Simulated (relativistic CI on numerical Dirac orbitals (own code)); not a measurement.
## Spin-allowed bands of a d2 ion in an octahedral site, by hand

Problem. Take Δ = 9750 cm⁻¹ and B = 390 cm⁻¹ for a d2 ion in an octahedral site. Calculate the three spin-allowed bands.

Working.
1. The terms of highest spin are 3F (energy 0) and 3P (15B = 5850 cm⁻¹). Here the F term splits into A2 at +1.2Δ = 11700, T2 at +0.2Δ = 1950 and T1 at −0.6Δ = -5850 cm⁻¹.
2. The two T1 states mix through the element 0.4Δ: H = [[-5850, 3900], [3900, 5850]], with roots ½(H₁₁ + H₂₂) ∓ ½√[(H₂₂ − H₁₁)² + 4H₁₂²] = ½(0) ∓ ½(14062) = -7031 and 7031 cm⁻¹.
3. The ground term is 3T1 at -7031 cm⁻¹.
4. Bands: 3T2 8981 cm⁻¹ (1113 nm), 3T1(P) 14062 cm⁻¹ (711 nm), 3A2 18731 cm⁻¹ (534 nm).

Check. Exact diagonalisation of the whole d2 shell with these parameters gives 3T2 8981, 3T1 14062, 3A2 18731 cm⁻¹. The match is exact, since without spin-orbit coupling no other term has this spin. The ratio of the second band to the first, 1.566, depends on Δ/B = 25.0 alone, which is how a Tanabe-Sugano diagram is read.
